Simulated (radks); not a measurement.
Task: The promethium ion Pm3+, configuration [Xe] 4f3 6s1 (not the ground configuration). Method: scalar-relativistic Kohn-Sham, BLYP, spin-polarised, spherical densities, point nucleus; open shells are filled with parallel spins first (spin-orbit coupling, left out, can overturn this in heavy ions); computed with a radial shooting solver on a logarithmic mesh with Libxc functionals. Some entries of the table are withheld. Estimate them.

orbital  occ.  eigenvalue (hartree)  r(max) (bohr)  <r> (bohr)
1s up       1             -1656.337        0.01479     0.02318
1s down     1             -1656.336        0.01479     0.02318
2s up       1             -270.6122        0.08380     0.09896
2s down     1             -270.6111        0.08380     0.09896
2p up       3             -241.8263        0.06761     0.08711
2p down     3             -241.8254        0.06761     0.08711
3s up       1             -60.30589         0.2387      0.2606
3s down     1             -60.26643         0.2386      0.2605
3p up       3             -51.27012         0.2339      0.2589
3p down     3             -51.23088         0.2338      0.2588
3d up       5             -38.87789         0.1919      0.2364
3d down     5             -38.84737         0.1918      0.2362
4s up       1             -13.28016         0.5511      0.5907
4s down     1             -13.17915         0.5510      0.5907
4p up       3             -10.30127         0.5747      0.6244
4p down     3             -10.20083         0.5746      0.6244
4d up       5              -6.09095         0.5996      0.6799
4d down     5              -5.99191         0.5994      0.6805
5s up       1                   (1)          1.252       1.370
5s down     1                   (2)          1.258       1.379
5p up       3              -2.02366            (3)       1.559
5p down     3              -1.98178            (4)       1.569
4f up       3              -1.55899         0.6142      0.8716
4f down     0              -1.46901         0.6153      0.8844
6s up       1              -0.89938            (5)       3.098
6s down     0              -0.86774            (6)       3.118

Result: 
(1) 5s up eigenvalue (hartree): -2.80711
(2) 5s down eigenvalue (hartree): -2.75448
(3) 5p up r(max) (bohr): 1.396
(4) 5p down r(max) (bohr): 1.405
(5) 6s up r(max) (bohr): 2.902
(6) 6s down r(max) (bohr): 2.912
